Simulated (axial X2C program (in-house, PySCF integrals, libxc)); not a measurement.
**Potential curves of GeS⁺, 2c**

Calculated with an in-house all-electron X2C program for linear molecules (integrals from PySCF). Two-component (2c) means X2C with spin–orbit coupling and atomic mean-field two-electron Coulomb and Gaunt terms. Basis: Ge dyall-v3z [9s9p7d1f], S dyall-v3z [8s7p2d1f] (cores contracted in-house); Gaussian nuclei, density fitting, unrestricted open shells. Masses: Ge 73.921 u, S 31.972 u.

State: Ω = 3/2 (⟨Sz⟩ = 0.50, ⟨Lz⟩ = 1.00 at PBE50). Energies in kJ/mol from the lowest point of each curve. Fits are polynomials in 1 − R0/R over 0.85 to 1.23 times the lowest point R0.

| R (Å) | PBE50 | PBE0 | TPSSh |
| --- | --- | --- | --- |
| 1.8922 | 84.49 | 94.80 | 98.45 |
| 1.9792 | 31.68 | 38.98 | 41.76 |
| 2.0445 | 10.27 | 15.18 | 17.15 |
| 2.1097 | 0.62 | 3.09 | 4.12 |
| 2.1750 | 0.00 | 0.00 | 0.00 |
| 2.2511 | 7.86 | 4.98 | 3.68 |
| 2.3272 | 22.50 | 16.77 | 14.06 |
| 2.4251 | 48.08 | 38.72 | 34.09 |
| 2.5447 | 85.44 | 71.66 | 64.53 |
| 2.7188 |  | 123.40 | 112.53 |

Occupations by symmetry block were frozen at the best pattern of an incomplete PBE0 search. Density functionals use the spin component along the axis (collinear). The functionals have no current-density term, which raises determinants with orbital currents, atoms included. The stretched end of a curve changes character and is left out.

(1) What are Re and ωe at the PBE50 level?

(2) What are Re and ωe at the PBE0 level?

(3) What are Re and ωe at the TPSSh level?

Answers

(1) At PBE50, 2c: Re = 2.147 Å, ωe ≈ 478 cm⁻¹; Be follows as 0.164 cm⁻¹.

(2) At PBE0, 2c: Re = 2.169 Å, ωe ≈ 457 cm⁻¹; Be follows as 0.161 cm⁻¹.

(3) At TPSSh, 2c: Re = 2.179 Å, ωe ≈ 445 cm⁻¹; Be follows as 0.159 cm⁻¹.
